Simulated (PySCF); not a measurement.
Calculated NMR parameters of C#C[Si@]1(C)C[C@H](C#CC)C1

| Item | Value |
| --- | --- |
| Formula | C9H12Si |
| SMILES | C#C[Si@]1(C)C[C@H](C#CC)C1 |
| InChI | InChI=1S/C9H12Si/c1-4-6-9-7-10(3,5-2)8-9/h2,9H,7-8H2,1,3H3/t9-,10+ |
| Point group of the computed structure | C1 |
| Degrees of unsaturation | 5 |
| Carbon signals | 8 |
| Proton signals | 6 |

Atoms are numbered as in `[CH:1]#[C:2][Si@:3]1([CH3:4])[CH2:5][C@H:6]([C:7]#[C:8][CH3:9])[CH2:10]1`; H(Xn) means a hydrogen on atom n. Ha(C5), Ha(C10) are cis to C7 on the ring; Hb(C5), Hb(C10) are trans to C7 on the ring.

Calculated, not measured (PySCF 2.14): GFN2-xTB geometry, shieldings: GIAO PBE0/pcSseg-1. No solvent, one conformer, rapidly exchanging positions averaged, non-relativistic Hamiltonian.

References, each an isolated molecule treated in the same way: 1H (σ = 31.72 ppm) and 13C (σ = 186.93 ppm) and 29Si (σ = 349.16 ppm) vs TMS.

```tsv
carbon	δC, type	δH (multiplicity)	HMBC from (2–3 bonds)	span of the C tensor (ppm)
C1	104.4, CH	2.12 (s)	–	236
C2	92.0, C	–	H(C1), Hb(C5)/Hb(C10), Ha(C5)/Ha(C10), H(C4)	299
C4	0.6, CH3	0.40 (s)	Hb(C5)/Hb(C10), Ha(C5)/Ha(C10)	12
C5/C10	28.7, CH2	Hb(C5) 1.89 (m); Ha(C5) 1.86 (m)	H(C6), Hb(C5)/Hb(C10), Ha(C5)/Ha(C10), H(C4)	57
C6	21.7, CH	2.96 (m)	Hb(C5)/Hb(C10), Ha(C5)/Ha(C10)	16
C7	93.2, C	–	H(C6), H(C9), Hb(C5)/Hb(C10), Ha(C5)/Ha(C10)	288
C8	84.1, C	–	H(C6), H(C9)	220
C9	5.0, CH3	2.01 (s)	–	21
```

Other nuclei:
| atoms | nucleus | environment | δ (ppm) | σ (ppm) |
| --- | --- | --- | --- | --- |
| Si3 | 29Si | silicon bonded to 4 C, in a 4-membered ring | -18.9 | 368.1 |

- Carbon types of the structure: 3 × C, 2 × CH, 2 × CH2, 2 × CH3, which accounts for all hydrogens.
- δC 104.4: terminal alkyne carbon; the triple bond shields along its axis, which puts it between sp3 and sp2 carbons.
- δC 93.2, 92.0, 84.1: alkyne carbon; the triple bond shields along its axis, which puts it between sp3 and sp2 carbons.
- δC 21.7: propargylic sp3 CH; aliphatic region, no heteroatom directly attached.
- δC 0.6: methyl carbon bonded to Si; an electropositive neighbour leaves it electron-rich and shielded.
- δH 2.12: hydrogen on a terminal alkyne carbon; it lies on the axis of the triple bond, in its shielding cone.

Shifts are as computed. Against solution values, carbons near 30 ppm lie about +3 ppm off and those near 130 ppm about +5 ppm. Of 1211 compounds with measured shifts, 218 miss one by over three times the rms of a fit or turn the order of signals round; such compounds aren't used in these exercises. No couplings were computed; multiplicities are counted from neighbouring protons, with m where these are inequivalent, close in shift, in a saturated or five-membered ring or joined by F or P, and br s for small geminal =CH2 splittings.
